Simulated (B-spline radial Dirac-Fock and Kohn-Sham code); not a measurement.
## What relativity does to the binding energies of Eu²⁺

System: the Eu²⁺ ion, [Xe] 4f7.

Both columns are ΔSCF binding energies of the configuration average from a radial atomic solver: non-relativistic Hartree-Fock with a point nucleus, and Dirac-Fock with a finite nucleus and the Coulomb interaction alone, averaged over the two j levels with weights 2j+1.

```
shell  Hartree-Fock (eV)  Dirac-Fock (eV)  shift (eV)  shift (%)
   1s            45949.2          48740.3    +2791.09      +6.07
   2s             7382.8           8099.4     +716.60      +9.71
   2p             6999.7           7226.9     +227.19      +3.25
   3s             1660.6           1828.6     +167.95     +10.11
   3p             1490.3           1549.5      +59.25      +3.98
   3d             1176.1           1163.2      -12.93      -1.10
   4s              352.1            391.3      +39.22     +11.14
   4p              284.5            297.2      +12.76      +4.49
   4d              163.5            160.5       -3.04      -1.86
   4f              23.87            19.94       -3.93     -16.48
   5s              61.14            66.96       +5.82      +9.52
   5p              40.86            42.04       +1.18      +2.90
```

Relativity binds 1s, 2s, 2p, 3s, 3p, 4s, 4p, 5s, 5p more strongly, among those listed most of all 4s in relative terms, and 3d, 4d, 4f more weakly, because the contracted s and p shells screen the nucleus better.

Values without a named source are computed, but for edge energies of neutral atoms, which are taken from tables.
